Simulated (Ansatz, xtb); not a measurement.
## C5H7NSe: which of two isomers lies lower

Structure I is `Cc1c[se]nc1C`, a singlet and structure II is `CCc1cn[se]c1`, a singlet. Both are isolated molecules in the gas phase, relaxed with B3LYP-D3(BJ)/def2-SVP; the shapes shown needn't be the lowest conformers.

I (Å):

```yaml
atoms:
  - { symbol: C, position_ang: [-1.3943, -0.2306, 1.7339] }
  - { symbol: C, position_ang: [-1.0109, -0.4807, 0.3031] }
  - { symbol: C, position_ang: [-1.8854, -0.5757, -0.7444] }
  - { symbol: C, position_ang: [0.3695, -0.6520, -0.1235] }
  - { symbol: C, position_ang: [1.5185, -0.5897, 0.8447] }
  - { symbol: N, position_ang: [0.6159, -0.8668, -1.3923] }
  - { symbol: Se, position_ang: [-0.9563, -0.8917, -2.3301] }
  - { symbol: H, position_ang: [-2.4827, -0.1271, 1.8465] }
  - { symbol: H, position_ang: [-0.9249, 0.6900, 2.1197] }
  - { symbol: H, position_ang: [-1.0629, -1.0548, 2.3877] }
  - { symbol: H, position_ang: [-2.9709, -0.4853, -0.6965] }
  - { symbol: H, position_ang: [1.5530, 0.3873, 1.3548] }
  - { symbol: H, position_ang: [2.4646, -0.7457, 0.3111] }
  - { symbol: H, position_ang: [1.4184, -1.3602, 1.6272] }
```

II (Å):

```yaml
atoms:
  - { symbol: C, position_ang: [-1.6244, -1.8569, 0.7741] }
  - { symbol: C, position_ang: [-1.3644, -0.4936, 0.1191] }
  - { symbol: C, position_ang: [0.0063, 0.0533, 0.4254] }
  - { symbol: C, position_ang: [1.2113, -0.4478, -0.1933] }
  - { symbol: C, position_ang: [0.2879, 1.0384, 1.3357] }
  - { symbol: N, position_ang: [2.3763, 0.0433, 0.1370] }
  - { symbol: Se, position_ang: [2.1271, 1.3404, 1.4064] }
  - { symbol: H, position_ang: [-1.5548, -1.7848, 1.8708] }
  - { symbol: H, position_ang: [-2.6264, -2.2357, 0.5171] }
  - { symbol: H, position_ang: [-0.8854, -2.6045, 0.4445] }
  - { symbol: H, position_ang: [-2.1274, 0.2292, 0.4492] }
  - { symbol: H, position_ang: [-1.4788, -0.5852, -0.9749] }
  - { symbol: H, position_ang: [1.1882, -1.2391, -0.9545] }
  - { symbol: H, position_ang: [-0.4302, 1.5893, 1.9437] }
```

Q: Estimate which is lower in electronic energy at CCSD(T)/def2-SVP + ΔMP2/def2-TZVPP, and by roughly how much.

A: The CCSD(T)/def2-SVP + ΔMP2/def2-TZVPP calculation puts structure I lower, by 20.4 kJ/mol.

The same difference at several levels:

| level | geometry | E(II) − E(I) (kJ/mol) | departure from the last row (kJ/mol) | job, with rough time for the two |
| --- | --- | --- | --- | --- |
| GFN2-xTB | GFN2-xTB | +24.3 | +3.9 | optimisation, 0.2 s |
| HF/STO-3G | GFN2-xTB | +20.0 | −0.4 | single point, 0.6 s |
| r2SCAN-D4/def2-SVP | GFN2-xTB | +25.2 | +4.8 | single point, 5 s |
| B3LYP-D3(BJ)/def2-SVP | B3LYP-D3(BJ)/def2-SVP | +22.4 | +2.1 | optimisation, 58 s |
| HF/def2-SVP | B3LYP-D3(BJ)/def2-SVP | +21.4 | +1.0 | part of the CCSD(T) run |
| MP2/def2-SVP | B3LYP-D3(BJ)/def2-SVP | +21.6 | +1.3 | part of the CCSD(T) run |
| CCSD(T)/def2-SVP | B3LYP-D3(BJ)/def2-SVP | +20.8 | +0.5 | single point |
| CCSD(T)/def2-SVP + ΔMP2/def2-TZVPP | B3LYP-D3(BJ)/def2-SVP | +20.4 |  | single point, 2.2 min |

As drawn, both hold the same kinds of bond in the same numbers. Structure I has 2 methyl groups, II 1.

None of the levels shown reverses the order. The largest departure from CCSD(T)/def2-SVP + ΔMP2/def2-TZVPP is that of r2SCAN-D4/def2-SVP, 4.8 kJ/mol. The last row adds to CCSD(T) the change of the MP2 difference between the two basis sets, here −0.5 kJ/mol.

With thermal terms from frequencies at re-optimised GFN2-xTB minima (ideal gas, soft modes damped towards free rotors, one conformer each, 298.15 K, 1 atm): the zero-point term adds +2.7 kJ/mol; ΔH is +22.0 and ΔG +23.0 kJ/mol.

The correlated steps freeze 15 core orbitals; the filled d shell of Se is correlated, in a basis made for valence electrons. Programs: Ansatz 0.2.0, xtb 6.7.1; the last row on 4 threads of Arm Neoverse V1 on a shared host.
